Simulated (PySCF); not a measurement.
Gas-phase reaction: InH₂Cl + F ⇌ InF + 2 H + Cl

Method: PySCF energies plus ideal-gas RRHO corrections (1 bar). † marks an energy on the PBE0/def2-TZVP geometry and frequencies; other levels use their own. MP2 and CCSD(T) freeze the core. Open shells (unrestricted): F (multiplicity 2), H (multiplicity 2), Cl (multiplicity 2); the rest are closed-shell singlets. Spin-orbit splitting is ignored; it lowers the true energy and changes the entropy of F, Cl. B3LYP is the form with VWN-RPA correlation. In: scalar-relativistic def2 core potential, no spin-orbit coupling. InH₂Cl: computed as isolated molecules; such fragments, hydroxides, amides, oligomers or adducts are transient or little studied in the gas. MP2 isn't extrapolated to the basis-set limit. CCSD(T) isn't extrapolated to the basis-set limit.

| level | ΔH°(298 K), kJ |
|---|---|
| B3LYP/def2-TZVP† | ___ |
| BLYP/def2-TZVP† | ___ |
| CCSD(T)/def2-TZVPP† | 278 |
| HF/def2-TZVP† | 245 |
| MP2/def2-SVP† | 237 |
| MP2/def2-TZVPP† | 234 |
| PBE/def2-SVP | 238 |
| PBE0/def2-QZVP† | ___ |
| PBE0/def2-TZVP | 272 |
| ωB97X-V/def2-TZVP† | ___ |

**Question.** Fill in the missing entries.

**Answer.** 
- B3LYP/def2-TZVP†, ΔH°(298 K), kJ: 252
- BLYP/def2-TZVP†, ΔH°(298 K), kJ: 216
- PBE0/def2-QZVP†, ΔH°(298 K), kJ: 270
- ωB97X-V/def2-TZVP†, ΔH°(298 K), kJ: 288
